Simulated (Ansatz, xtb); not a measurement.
The molecule ZnCl, multiplicity 2 (the spin of the measured ground state). No spin–orbit coupling. Zn is treated without relativity.

Seven points along R, fitted to fifth degree in 1/R; most abundant isotopes. Runs in def2 and cc sets follow the lowest solution found near the PBE0 minimum.

Correlated levels freeze the inner cores; with def2 sets outer-core shells near the valence are correlated too.

The values were computed with Ansatz (a quantum-chemistry and plane-wave program) with Gaussian orbitals; xtb for the GFN methods.  The GFN methods have no spin term and hold the electronic entropy of 300 K.

What bond length and harmonic frequency does GFN1-xTB give?

r_e = 2.266 Å, ω_e = 260 cm⁻¹.

What bond length and harmonic frequency does B97M-V/def2-TZVPP give, and what D_e (from each atom's lowest state at the same level)?

r_e = 2.163 Å, ω_e = 364 cm⁻¹, D_e = 2.22 eV.

What bond length and harmonic frequency does CCSD(T)/def2-TZVPP give, and what D_e (from each atom's lowest state at the same level)?

r_e = 2.159 Å, ω_e = 383 cm⁻¹, D_e = 2.13 eV.

Measured for the ground state: ω_e 390.5 cm-1, ω_e x_e 1.5 cm-1 [NIST CCCBDB]. D_0 2.335 ± 0.083 eV (a handbook's tabulated 298 K bond energy less 3RT/2; such tables hold older values) [Luo, bond dissociation energies, CRC Handbook].
